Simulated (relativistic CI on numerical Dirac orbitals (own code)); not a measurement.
Method of calculation: Dirac-Coulomb-Breit CI, KLI orbitals optimised for each configuration, a model potential for QED, unscaled Slater integrals (own radial code, finite nucleus).

Configuration list (outside the closed core 1s2): 2s2 2p6, 2s2 2p5 3s, 2s2 2p5 3p, 2s2 2p5 3d, 2s 2p6 3s, 2s 2p6 3p, 2s 2p6 3d, 2s2 2p5 4s, 2s2 2p5 4p, 2s2 2p5 4d, 2s2 2p5 4f, 2s 2p6 4s, 2s 2p6 4p, 2s2 2p4 3s2, 2s 2p6 4d, 2s 2p6 4f, 2s2 2p5 5s, 2s2 2p5 5p, 2s2 2p4 3s 3p, 2s2 2p5 5d, 2s2 2p5 5f, 2s2 2p5 5g, 2s2 2p4 3p2, 2s2 2p4 3s 3d, 2s2 2p4 3p 3d, 2s 2p5 3s2, 2s2 2p4 3d2, 2s 2p5 3s 3p, 2s 2p6 5s, 2s 2p6 5p, 2s 2p5 3p2, 2s 2p5 3s 3d, 2s 2p6 5d, 2s 2p6 5f, 2s 2p6 5g, 2s 2p5 3p 3d. Levels of other configurations are missing.

At this charge energies of transitions that change n are usually good to better than 1 %, and those within a shell (Δn = 0) to a few per cent.

Outline of the computed level scheme of Nb XXXII. Lowest level of each configuration: 2s2 2p6 1S_0 at 0.00 eV; 2s2 2p5 3s 3P°_2 at 2245.93 eV; 2s2 2p5 3p 3S_1 at 2308.24 eV; 2s2 2p5 3d 3P°_0 at 2409.60 eV; 2s 2p6 3s 3S_1 at 2563.02 eV; 2s 2p6 3p 3P°_0 at 2626.72 eV; 2s 2p6 3d 3D_1 at 2730.15 eV; 2s2 2p5 4s 3P°_2 at 3055.41 eV; 2s2 2p5 4p 3P_1 at 3081.28 eV.

Some strong electric-dipole decays among the lowest 45 levels: 2s2 2p5 3d 1P°_1 → 2s2 2p6 1S_0 (1.6e+14 s⁻¹); 2s2 2p5 3d 1P°_1 → 2s2 2p6 1S_0 (1.6e+14 s⁻¹); 2s 2p6 3p 1P°_1 → 2s2 2p6 1S_0 (3.2e+13 s⁻¹); 2s 2p6 3p 3P°_1 → 2s2 2p6 1S_0 (1.1e+13 s⁻¹); 2s2 2p5 3s 1P°_1 → 2s2 2p6 1S_0 (1.0e+13 s⁻¹); 2s2 2p5 3s 3P°_1 → 2s2 2p6 1S_0 (7.1e+12 s⁻¹); 2s2 2p5 4s 1P°_1 → 2s2 2p6 1S_0 (3.4e+12 s⁻¹); 2s2 2p5 4p 3P_1 → 2s2 2p5 3s 3P°_2 (3.1e+12 s⁻¹).

LS names give the leading component of a level, which can be under half, so a name can repeat, a term be missing and a line seem to break the LS rules.
